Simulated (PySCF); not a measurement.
Field gradients from PBE0/pcSseg-1 densities (PySCF, non-relativistic) at GFN2-xTB geometries, isolated species, one conformer each; χzz is the principal value of largest magnitude, with Q(17O) = −0.0256 b, Q(14N) = 0.02044 b. Where η is near 1, a small change in the tensor can flip the sign of χzz. GFN2-xTB bond lengths can be off by several hundredths of an ångström, more for odd bonds, and the gradients follow them. With a basis this small, the couplings can be 20 % off.

(1) Rank these 17O sites by the size of the quadrupole coupling, smallest first.
A. The silanol oxygen of `CC(C)(CN)[SiH2]O`
B. The silyl ether oxygen of `CC(C)(C)O[SiH2]N`
C. The alcohol oxygen of `CN[SiH2]CCCO`
D. The silyl ether oxygen of `CC[Si@](C)(N)OC`
E. O4 (silanol oxygen) in `[CH2:1]=[CH:2][Si@@:3]([OH:4])([CH:5]=[O:6])[SiH2:7][N:8]=[CH2:9]`

(2) Rank these 14N sites by the size of the quadrupole coupling, smallest first.
A. The primary amine nitrogen of `CC(C)(CN)[SiH2]O`
B. The C=N nitrogen of `C=C[Si@@](O)(C=O)[SiH2]N=C`
C. The silicon-bound nitrogen of `CC(C)(C)O[SiH2]N`

Results:

(1) E (8.816 MHz), A (9.230 MHz), B (9.944 MHz), D (10.40 MHz), C (11.92 MHz).

(2) C (4.276 MHz), B (5.058 MHz), A (5.456 MHz).

All sites together:

| nucleus | site | Vzz (au) | η | χzz (MHz) |
| --- | --- | --- | --- | --- |
| 17O | the alcohol oxygen of CN[SiH2]CCCO | -1.982 | 0.92 | 11.92 |
| 17O | the silyl ether oxygen of CC[Si@](C)(N)OC | 1.729 | 0.32 | -10.40 |
| 17O | O4 (silanol oxygen) in [CH2:1]=[CH:2][Si@@:3]([OH:4])([CH:5]=[O:6])[SiH2:7][N:8]=[CH2:9] | 1.466 | 0.56 | -8.816 |
| 17O | the silyl ether oxygen of CC(C)(C)O[SiH2]N | 1.653 | 0.23 | -9.944 |
| 17O | the silanol oxygen of CC(C)(CN)[SiH2]O | 1.534 | 0.53 | -9.230 |
| 14N | the C=N nitrogen of C=C[Si@@](O)(C=O)[SiH2]N=C | -1.053 | 0.75 | -5.058 |
| 14N | the primary amine nitrogen of CC(C)(CN)[SiH2]O | -1.136 | 0.17 | -5.456 |
| 14N | the silicon-bound nitrogen of CC(C)(C)O[SiH2]N | -0.890 | 0.38 | -4.276 |
